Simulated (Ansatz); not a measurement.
SbH2(SiH3) (SiSbH5), relaxed as a singlet with RKS r2SCAN-D4/def2-TZVP in Ansatz, starting from the GFN2-xTB geometry. Force threshold 0.02 eV/Å.

In the def2 sets Sb takes a core potential; there is no spin–orbit coupling.

Start:

| atom | x (Å) | y (Å) | z (Å) |
| --- | --- | --- | --- |
| Sb1 | 0.3395 | 0.3944 | 1.6213 |
| H2 | -1.1124 | 1.2529 | 1.4850 |
| H3 | -0.5677 | -0.9990 | 1.9341 |
| Si4 | 0.3059 | -0.0937 | -0.8649 |
| H5 | -0.9247 | -0.6719 | -1.3993 |
| H6 | 1.3923 | -1.0235 | -1.1724 |
| H7 | 0.5670 | 1.1408 | -1.6038 |

```tsv
step	energy (eV)	largest force component (eV/Å)	SCF passes
1	-14498.4130	0.452	16
2	-14498.4269	0.345	20
3	-14498.4532	0.058	21
4	-14498.4538	0.016	22
```

Force components are those of the run's own axes.

End:

Cartesian coordinates in Å:
```
Sb 0.320 0.399 1.637
H -1.133 1.287 1.487
H -0.554 -1.035 1.954
Si 0.319 -0.098 -0.893
H -0.959 -0.675 -1.379
H 1.421 -1.049 -1.188
H 0.586 1.171 -1.618
```

By distances, no bond broke or formed. The bond that changes most is Sb1–Si4, from 2.53 to 2.58 Å (atoms count from 1).

No frequencies were taken in this run, so the end may be a saddle point.

Hardware: 4 threads of Intel Xeon on a shared host. Wall time 5.5 s.
